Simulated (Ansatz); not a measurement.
This geometry of Cl$_{2}$FH$_{4}$NOTi (10 atoms, charge 0, multiplicity 1) is a first-order saddle point.

The calculation used Ansatz, RKS PBE0/def2-SVP.

```xyz
10
Properties=species:S:1:pos:R:3
Ti 0.259 -0.484 -0.422
F 0.694 0.570 1.658
Cl 1.944 0.688 -1.183
O -1.255 0.340 -0.100
H -1.231 0.990 0.620
Cl -0.241 -1.870 -2.038
N 0.739 -1.724 1.029
H -0.005 -2.324 1.388
H 1.568 -2.299 0.877
H 0.841 -0.452 1.720
```

(1) Which two structures does it join? (They come from a converged band through this point; their orientation in space is the band's.)

(2) How far does it lie above each of them?

## Answers

(1) Bonds broken: Ti1–F2, N7–H10. Bonds formed: F2–H10. Cl2FH4NOTi becomes Cl2H3NOTi + FH.

First end point:

```xyz
10
Properties=species:S:1:pos:R:3
Ti -0.072 -0.087 0.228
F -0.472 0.082 1.916
Cl 1.948 0.648 -0.401
O -1.042 1.183 -0.477
H -1.371 1.520 -1.316
Cl -1.013 -1.773 -0.923
N 1.182 -1.826 1.039
H 0.593 -2.534 1.477
H 1.695 -2.276 0.281
H 1.864 -1.502 1.726
```

Last end point:

```xyz
10
Properties=species:S:1:pos:R:3
Ti 0.309 -0.594 -0.749
F -0.287 0.236 2.419
Cl 2.097 0.139 -1.781
O -0.635 0.718 -0.122
H -0.709 0.826 0.857
Cl -0.935 -1.975 -1.908
N 0.887 -1.499 0.831
H 0.498 -2.425 1.016
H 1.891 -1.521 1.022
H 0.197 -0.470 1.966
```

(2) 1.55 eV above the first and 0.16 eV above the second. This is the barrier of this one path; another mechanism may lie lower. The orbitals stay closed-shell, which can raise the energy where a bond breaks towards radicals; this wasn't checked here.

Run time: 7.8 min on 4 threads of Intel(R) Xeon(R) 6975P-C (Granite Rapids), on a shared host, peak memory 0.4 GiB.
